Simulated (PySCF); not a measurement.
**Ionisation energy of Kr by level of theory**

Kr [Kr] (1S) → Kr⁺ [Ar] 3d10 4s2 4p5 (2P), as a difference of total energies. Calculation: PySCF 2.14, in x2c-QZVPPall (11s8p5d4f1g, 97 functions); the spin-free X2C one-electron Hamiltonian (Gaussian nucleus). Correlated levels: valence: [Ar] 3d10 frozen. The calculations carry no spin-orbit coupling.

```csv
method,ionisation energy (eV),plus first-order spin-orbit estimate,error of that sum (eV)
UHF,13.034,12.818,-1.182
MP2 (valence),14.103,13.887,-0.113
SCS-MP2 (valence),14.032,13.816,-0.184
CCSD (valence),14.005,13.789,-0.211
CCSD(T) (valence),14.054,13.839,-0.161
```

Reference: 14.000 eV (measured; NIST Atomic Spectra Database, ionization energies).

A first-order spin-orbit estimate (lowest level to lowest level, LS coupling) adds -0.216 eV.

Errors of the correlated levels include the incompleteness of this basis and the frozen core.
